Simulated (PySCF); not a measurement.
# Tc (technetium, neutral): LDA calculation

Configuration: [Kr] 4d6 5s1, high-spin 6D determinant (an excited configuration). Calculation: PySCF 2.14, in def2-QZVPPD with the def2 core potential (28 electrons) (7s5p4d4f2g, 88 functions); a scalar-relativistic core potential.

```json
{"Total energy": "-80.5223 hartree", "One-electron energy": "-138.9733 hartree", "Hartree (Coulomb) energy": "67.2161 hartree", "Exchange-correlation energy": "-8.7652 hartree", "⟨S²⟩": "8.7518", "⟨L²⟩": "6.014", "Sum of ⟨r⟩": "23.86 bohr", "Sum of ⟨r²⟩": "50.58 bohr²", "Traceless quadrupole moment −½Σ⟨3z² − r²⟩ along its main axis": "1.27 e·bohr²"}
```

| shell | electrons | mean orbital energy (eV) | spread (eV) | rms radius, mean of both spins (bohr) |
| --- | --- | --- | --- | --- |
| 4s α | 1 | -72.396 | 0 | 1.14 |
| 4s β | 1 | -69.855 | 0 | 1.14 |
| 4p α | 3 | -44.527 | 1.023 | 1.27 |
| 4p β | 3 | -41.891 | 0.391 | 1.27 |
| 4d α | 5 | -5.461 | 1.119 | 2.09 |
| 5s α | 1 | -4.957 | 0 | 3.50 |
| 4d β | 1 | -2.962 | 0 | 2.09 |

Energies and moments cover only the electrons outside the core potential.
